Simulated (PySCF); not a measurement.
# Worked example: chemical shift, span and skew from a shielding tensor

C3H6BNO, SMILES C#CB(O)NC. Atoms are numbered in the order given.

```xyz
12

C      1.2636     2.1147     0.0000
C      0.4536     1.2064     0.0000
B     -0.6102     0.0783     0.0000
O     -1.9492     0.3775     0.0000
N     -0.2288    -1.2706     0.0000
C      1.1022    -1.8120     0.0000
H      1.9817     2.9150     0.0000
H     -2.1052     1.3251     0.0000
H     -0.9777    -1.9543     0.0000
H      1.2997    -2.4338    -0.8908
H      1.2997    -2.4338     0.8908
H      1.8317    -0.9903     0.0000
```
Charge 0, spin multiplicity 1.

Coordinates come from a PBE0-D3(BJ)/def2-SVP optimisation. This is a generated structure with no PubChem entry under its InChIKey; it may be hypothetical. One conformer was computed; it need not be the lowest.

GIAO shieldings from PBE/pcSseg-1 (PySCF), non-relativistic, no solvent. The symmetric part of the tensor of C1 has the principal values 12.5, 13.8, 233.1 ppm. The same nucleus in TMS has σ = 182.0 ppm at this level (PySCF, at its B3LYP-D3(BJ)/def2-TZVP geometry).

### Question
Work out the isotropic shielding, the ¹³C shift against TMS, the span and the skew.

### Answer

σ(iso) = (σ11 + σ22 + σ33)/3 = 86.5 ppm. δ = σ(ref) − σ(iso) = 182.0 − (86.5) = 95.5 ppm.
Span Ω = σ33 − σ11 = 220.6 ppm. Skew κ = 3(σ(iso) − σ22)/Ω = 0.99, an axial tensor. Tumbling in solution averages the tensor to δ; in a static solid the shielding alone would spread this spin-1/2 line over Ω.
